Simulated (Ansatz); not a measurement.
CH6AlNOSi (`[SiH3]O[CH]1[NH][AlH]1`). The species carries charge 0 and has multiplicity 1.

```xyz
11

Si   -0.908    0.880    0.912
O    -0.983    0.800   -0.707
C    -0.308   -0.473   -0.988
N     1.075   -0.315   -1.343
Al    1.097   -1.008    0.261
H    -1.088    2.276    1.384
H     0.527    0.511    1.379
H    -1.789   -0.058    1.648
H    -0.947   -1.030   -1.672
H     1.342    0.232   -2.147
H     1.982   -1.814    1.273
```

What are the harmonic wavenumbers in cm⁻¹ at PBE0-D4/def2-TZVP (Ansatz, finite differences of forces, unscaled)? (Best estimate.)

Ansatz gave: 133, 178, 325, 352, 429, 477, 523, 532, 642, 674, 725, 779, 859, 905, 937, 972, 1030, 1098, 1125, 1216, 1320, 1867, 1994, 2234, 2247, 3110, 3600.

Is this a minimum?

Yes, all 27 modes are real.

Give the ideal-gas thermochemistry at 298.15 K and 1 bar (rigid rotor, harmonic oscillator; point group C1, symmetry number 1).

Zero-point energy 181.1 kJ/mol; H(298) − E = 200.8 kJ/mol; entropy 330.6 J/(mol·K), of which translation 166.7, rotation 111.7, vibration 52.2; G(298) − E = 102.2 kJ/mol.

And at 400, 500, 600, 800 and 1000 K?


```csv
T (K),H − E (kJ/mol),S (J/mol/K),G − E (kJ/mol)
400,213.5,367.0,66.7
500,228.2,399.8,28.3
600,244.8,430.0,-13.2
800,281.8,483.0,-104.6
1000,322.4,528.3,-205.9
```
